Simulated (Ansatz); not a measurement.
`CSB[TeH]`, relaxed with RKS PBE0-D4/def2-TZVP in Ansatz 0.2.0 from a PBE-D4/def2-SVP geometry. The force threshold is 0.005 eV/Å; the program also tests the step.

Total charge 0; spin multiplicity 1. Te: def2 effective core potential.

Start:

```xyz
9

C    -1.293    0.978    0.622
S    -0.653   -0.610   -0.043
B     1.071   -0.284   -0.334
Te    2.397   -1.773   -1.145
H    -0.679    1.318    1.476
H    -1.306    1.752   -0.168
H    -2.327    0.791    0.967
H     1.576    0.791   -0.083
H     1.213   -2.962   -1.291
```

By how much does the energy fall, and how many steps does the optimiser take? (Best estimate.)

Computed: 0.89 kcal/mol, in 17 steps, 2 of them rejected.

Which bonds change most? (Best estimate.)

Computed: Te4–H9 from 1.685 to 1.659 Å; C1–S2 from 1.837 to 1.812 Å; B3–H8 from 1.214 to 1.193 Å; B3–Te4 from 2.152 to 2.131 Å.

Give the relaxed structure. (An estimate is asked.)

Ansatz gave: 
```xyz
9

C    -1.273    0.963    0.634
S    -0.645   -0.610   -0.010
B     1.049   -0.269   -0.363
Te    2.362   -1.744   -1.164
H    -0.734    1.246    1.536
H    -1.183    1.744   -0.118
H    -2.326    0.814    0.874
H     1.525    0.807   -0.167
H     1.225   -2.951   -1.222
```
